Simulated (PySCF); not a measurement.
## PBE beside CCSD(T) along the fifth-period p block: bonds to K

PBE and CCSD(T) in PySCF with def2-SVP on every atom (core potentials on Sn, Sb, Te, I), for the lowest determinant that a PBE0 search found; no spin–orbit coupling.

```tsv
molecule	state (unpaired electrons)	PBE Re (Å)	PBE ωe (cm⁻¹)	PBE De (eV)	CCSD(T) Re (Å)	CCSD(T) ωe (cm⁻¹)	CCSD(T) De (eV)
KSn	quartet (σ ↑, π ↑↑)	3.299	128	1.29	3.338	134	1.23
KSb	triplet (π ↑↑)	3.360	135	1.20	?	?	?
KTe	doublet (π ↑)	3.193	162	2.18	3.243	161	1.85
KI	singlet (closed shell)	3.078	180	3.32	3.125	178	3.12
```

**Question.** Estimate the CCSD(T) values of KSb by adding the mean shift from PBE to CCSD(T) of the other rows, and compare with the calculation.

**Answer.** The mean shifts are +4.5 pm, +1 cm⁻¹ and -0.20 eV, which give 3.405 Å, 136 cm⁻¹ and 1.00 eV. CCSD(T)/def2-SVP gives Re = 3.430 Å, ωe = 132 cm⁻¹, De = 0.72 eV.

**Question.** What are the mean differences of PBE from CCSD(T) over the whole series?

**Answer.** Re -5.2 pm, ωe +0 cm⁻¹, De +0.27 eV.

In a basis of this size CCSD(T) is itself not converged; it tends to give bonds that are too long and too weak.

Correlated steps freeze 9 core orbitals. Correlated levels converge slowly with the basis: in double zeta they bind strong bonds too weakly, by up to about 1 eV, and carry superposition errors of some tenths. These are scalar-relativistic numbers at best; spin–orbit coupling would shift them, the dissociation energy most. Where the molecule has an RHF reference, its open-shell atoms are computed with UHF. States were picked by a PBE0 search and need not be the measured ground states.
